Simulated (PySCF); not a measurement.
C₃H₁₃NSi₂.
Atom-mapped SMILES: `[CH3:1][CH2:2][CH2:3][N:4]([SiH3:5])[SiH3:6]` (hydrogens: H7, H8, H9 on C1; H10, H11 on C2; H12, H13 on C3; H14, H15, H16 on Si5; H17, H18, H19 on Si6)

Structure used (GFN2-xTB), in Å, numbered top down from 1:
```
atom  x, y, z in Å
C1    -2.6993   -0.2450    0.1843
C2    -1.2137   -0.5684    0.0944
C3    -0.3607    0.6975    0.0220
N4     1.0601    0.4247   -0.0652
Si5    1.6986    0.0316   -1.6307
Si6    1.8934    0.0709    1.4159
H7    -3.0163    0.3265   -0.6853
H8    -2.9088    0.3438    1.0749
H9    -3.2887   -1.1578    0.2299
H10   -1.0172   -1.1737   -0.7935
H11   -0.9061   -1.1475    0.9676
H12   -0.5505    1.3068    0.9113
H13   -0.6647    1.2805   -0.8532
H14    1.0261    0.9203   -2.5810
H15    1.4501   -1.3651   -2.0178
H16    3.1344    0.2789   -1.5695
H17    3.3092    0.3143    1.1658
H18    1.6984   -1.3148    1.8676
H19    1.3461    0.9857    2.4200
```

Vertical excitations from PySCF (density fitting, frozen core in the response, grid level 2 and gas phase unless stated; continuum runs use non-equilibrium linear response for the excitations) on a GFN2-xTB geometry. Reference run:

```csv
settings,"S1, eV (f)","S2, eV (f)","S3, eV (f)","S4, eV (f)","S5, eV (f)","S6, eV (f)","T1, eV (Tamm–Dancoff)",mean α (au)
"PBE0/def2-SVPD, full TDDFT, 6 singlets",5.70 (0.001),6.25 (0.001),6.50 (0.027),6.84 (0.010),6.91 (0.002),7.08 (0.000),5.43,97.0
```

Problem. What do these settings give: BP86/STO-3G, energy threshold 1e-07 Eh, full TDDFT, 6 singlets?

Solution. 
```
                                                      settings    S1, eV (f)    S2, eV (f)    S3, eV (f)    S4, eV (f)     S5, eV (f)     S6, eV (f)  T1, eV (Tamm–Dancoff)  mean α (au)
BP86/STO-3G, energy threshold 1e-07 Eh, full TDDFT, 6 singlets  8.70 (0.003)  9.31 (0.026)  9.52 (0.010)  9.53 (0.010)  10.08 (0.047)  10.65 (0.099)                   7.31         41.9
```

S1 moves by +3.00 eV; functional and basis change together, so the shift can't be laid on one. States are counted by energy in each run and needn't keep their character from row to row.

Problem. Which orbital pairs make up S1 in each run, and how does it sit against the orbital gap?

Solution. 
```csv
settings,S1 configurations (weight),S1 (eV),orbital gap (eV),S1 − gap (eV)
"PBE0/def2-SVPD, full TDDFT, 6 singlets",H→L 0.98,5.70,7.02,-1.32
"BP86/STO-3G, energy threshold 1e-07 Eh, full TDDFT, 6 singlets",H→L 0.94,8.70,7.80,+0.90
```

One conformer stands for the species.
